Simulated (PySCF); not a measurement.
BrF₂⁻: one-bond stretch

All numbers come from PBE0/[Br def2-TZVPD, F def2-TZVPD], no relativity, density fitting, PySCF.

Rigid scan from the singlet minimum (Br–F 1.960 Å (×2); F–Br–F 180.0°). Coordinate: the bond from Br to the last atom (F) scaled, the rest fixed. Energies in kJ/mol from the minimum.

Problem. Predict the curve at 0.92, 0.96, 1.00, 1.05, 1.12, 1.20, 1.35, 1.55, 1.80, 2.20.

Solution. 
| scale of one bond | E (kJ/mol) | dipole size (D, about the centre of mass) |
| --- | --- | --- |
| 0.92 | 17.7 | 1.29 |
| 0.96 | 3.9 | 0.63 |
| 1.00 | 0.0 | 0.00 |
| 1.05 | 4.5 | 0.76 |
| 1.12 | 21.0 | 1.75 |
| 1.20 | 46.3 | 2.81 |
| 1.35 | 95.4 | 4.58 |
| 1.55 | 147.6 | – |
| 1.80 | 188.8 | – |
| 2.20 | 220.7 | – |

At long bonds a restricted determinant can lie too high, and another spin state can fall below this curve.

Other isomers or separated fragments may lie lower.
